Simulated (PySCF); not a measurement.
r²SCAN beside CCSD(T) along the 5d metals: bonds to H

r²SCAN and CCSD(T) in PySCF with def2-TZVPP on every atom (core potentials on Re, Pt, Au, Hg), for the lowest determinant that a PBE0 search found; no spin–orbit coupling.

```tsv
molecule	state (unpaired electrons)	r²SCAN Re (Å)	r²SCAN ωe (cm⁻¹)	r²SCAN De (eV)	CCSD(T) Re (Å)	CCSD(T) ωe (cm⁻¹)	CCSD(T) De (eV)
ReH	quintet (π ↑↑, δ ↑↑)	1.635	2111	2.27	1.633	2092	2.08
PtH	doublet (σ ↑)	1.516	2423	3.58	1.511	2410	3.55
AuH	singlet (closed shell)	1.524	2322	3.26	?	?	?
HgH	doublet (σ ↑)	1.765	1310	0.64	1.745	1374	0.39
```

Q: Estimate the CCSD(T) values of AuH by adding the mean shift from r²SCAN to CCSD(T) of the other rows, and compare with the calculation.

A: The mean shifts are -0.9 pm, +11 cm⁻¹ and -0.16 eV, which give 1.515 Å, 2333 cm⁻¹ and 3.10 eV. CCSD(T)/def2-TZVPP gives Re = 1.522 Å, ωe = 2289 cm⁻¹, De = 3.16 eV.

Q: What are the mean differences of r²SCAN from CCSD(T) over the whole series?

A: Re +0.7 pm, ωe +0 cm⁻¹, De +0.14 eV.

In a basis of this size CCSD(T) is itself not converged; it tends to give bonds that are too long and too weak.

Correlated steps freeze no core orbitals. UHF and ROHF references stand side by side, which adds small steps between rows. Weak bonds: HgH. Basis-set superposition, not corrected here, can be much of De in a small basis, most of all at correlated wavefunction levels. Functionals without a dispersion term scatter widely for such bonds, and LDA overbinds them. The metal atom is held in its measured ground configuration; semilocal functionals can put another filling of s and d lower by some tenths of an eV, and De to that atom would be smaller. These are scalar-relativistic numbers at best; spin–orbit coupling would shift them, the dissociation energy most. Where the molecule has an RHF reference, its open-shell atoms are computed with UHF. The CCSD T1 diagnostic is raised in AuH, a sign that a single reference may not be enough there. States were picked by a PBE0 search and need not be the measured ground states.
